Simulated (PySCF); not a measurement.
**Li₂Cl₂: from structure and modes to constants**

These are results of PySCF, PBE0, basis Li def2-TZVP, Cl def2-TZVP (no relativity, density fitting), not measurements.

The singlet minimum has D2h symmetry. Masses (u): Li 7.01600, Cl 34.96885.

```xyz
4
charge 0 multiplicity 1, angstrom
Li    1.2840    0.0000    0.0000
Li   -1.2840    0.0000    0.0000
Cl    0.0000    1.7731    0.0000
Cl    0.0000   -1.7731    0.0000
```

Harmonic wavenumbers (cm⁻¹): 185.6 (b3u, ×1), 213.9 (ag, ×1), 383.6 (b1u, ×1), 443.7 (b3g, ×1), 466.6 (ag, ×1), 529.6 (b2u, ×1).

(1) Find the principal moments of inertia and the rotational constants. What kind of rotor is it?

(2) What is the harmonic zero-point energy?

(3) Find the vibrational entropy and heat capacity at 298.15 K.

(4) Give the standard entropy (298.15 K, 1 bar) by its translational, rotational, vibrational and spin parts, and Cp.

Answers

(1) About the centre of mass I = 23.132, 219.89, 243.02 u Å². With B = 16.8576/I this gives 0.7287, 0.07667, 0.06937 cm⁻¹. The molecule is an asymmetric top with κ = -0.98.

(2) Half the sum of all 6 wavenumbers, 2223/2 = 1112 cm⁻¹, which is 13.3 kJ/mol (1 cm⁻¹ = 0.0119627 kJ/mol).

(3) With u = 1.43878 ω/T, each mode gives S = R[u/(eᵘ−1) − ln(1−e⁻ᵘ)] and C = R u² eᵘ/(eᵘ−1)².
```json
{"ω (cm⁻¹)": "185.6", "u": "0.896", "S (J/(mol K))": "9.50", "C (J/(mol K))": "7.78"}
{"ω (cm⁻¹)": "213.9", "u": "1.032", "S (J/(mol K))": "8.41", "C (J/(mol K))": "7.61"}
{"ω (cm⁻¹)": "383.6", "u": "1.851", "S (J/(mol K))": "4.29", "C (J/(mol K))": "6.30"}
{"ω (cm⁻¹)": "443.7", "u": "2.141", "S (J/(mol K))": "3.41", "C (J/(mol K))": "5.75"}
{"ω (cm⁻¹)": "466.6", "u": "2.252", "S (J/(mol K))": "3.13", "C (J/(mol K))": "5.54"}
{"ω (cm⁻¹)": "529.6", "u": "2.556", "S (J/(mol K))": "2.46", "C (J/(mol K))": "4.96"}
```
The sums over all modes are S = 31.2 and C = 37.9 J/(mol K); the softest mode gives 30 % of the entropy.

(4) Sackur–Tetrode with M = 83.97 u gives 164.1; rotation with symmetry number 4 gives 95.3; vibration 31.2; spin R ln 1 = 0.0. The total is 290.6 J/(mol K), and Cp = 4 R + 37.9 = 71.2 J/(mol K).

This need not be the most stable arrangement of these atoms.
